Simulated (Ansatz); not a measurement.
`O[Si](F)([SiH3])Cl` + H₂Te → `O[Si](F)(Cl)[TeH]` + SiH₄  (cleavage of the Si–Si bond)

Gas-phase electronic energies from Ansatz, PBE0-D4/def2-TZVP geometries. CBS: MP2 limit from def2 TZ/QZ plus the TZ coupled-cluster correction, frozen cores. This one scheme is used for every species. Functionals use def2-TZVPP. Elements past krypton have def2 core potentials. For Te outer-core shells are correlated without core-valence functions, which leaves a few kJ/mol of doubt a bond. Each species was taken in one conformer, which may not be the lowest.

`O[Si](F)([SiH3])Cl`:

Z-matrix (Å, degrees):
```
Si
F 1 1.594
Si 1 2.329 2 110.8
O 1 1.624 2 110.0 3 120.9
Cl 1 2.053 2 105.1 3 -120.6
H 3 1.485 1 108.6 2 -56.8
H 3 1.485 1 109.8 2 63.3
H 3 1.484 1 108.7 2 -176.3
H 4 0.960 1 119.7 2 70.6
```

H₂Te:

```xyz
3

Te   -0.221    0.725   -0.175
H    -0.774   -0.788   -0.558
H     0.995    0.064    0.734
```

`O[Si](F)(Cl)[TeH]`:

Cartesian coordinates in Å:
```
O -0.201 -1.112 1.359
Si -0.391 0.041 0.233
F -1.351 1.102 0.903
Cl -1.346 -0.655 -1.429
Te 1.803 1.017 -0.357
H 0.272 -1.909 1.113
H 1.215 1.516 -1.822
```

SiH₄:

Z-matrix (Å, degrees):
```
Si
H 1 1.485
H 1 1.485 2 109.5
H 1 1.485 2 109.5 3 -120.0
H 1 1.485 2 109.5 3 120.0
```

CCSD(T)/CBS gives -0.60 eV.

Q: Another level gave -0.56 eV. Which?
A. SCS-MP2/def2-TZVPP
B. LC-ωPBE/def2-TZVPP
C. MP2/def2-TZVPP
D. r2SCAN/def2-TZVPP

A: D. r2SCAN -0.56, SCS-MP2/def2-TZVPP -0.63, MP2/def2-TZVPP -0.67, LC-ωPBE -0.49 eV.

Q: What do rigid-rotor, harmonic-oscillator terms from PBE0-D4/def2-TZVP frequencies (298.15 K, 1 bar) make of the CCSD(T)/CBS value? (Estimate.)

A: Ansatz gave: ΔZPE = +0.04 eV, ΔH = -0.56 eV, ΔS = -18 J/(mol·K), ΔG = -0.51 eV.

Largest T1 diagnostic among the species: 0.012.

From BLYP to BHLYP (50 % exact exchange), in def2-TZVPP and without D4, ΔE moves by −0.06 eV. At CCSD(T), def2-SVP lies +0.12 eV from the extrapolated value and def2-TZVPP +0.06 eV. Leaving LDA and LC-ωPBE aside and taking each functional with its dispersion term where it has one, the values, not all of them listed here, spread over 0.10 eV, from PBE-QIDH to B97M-V.
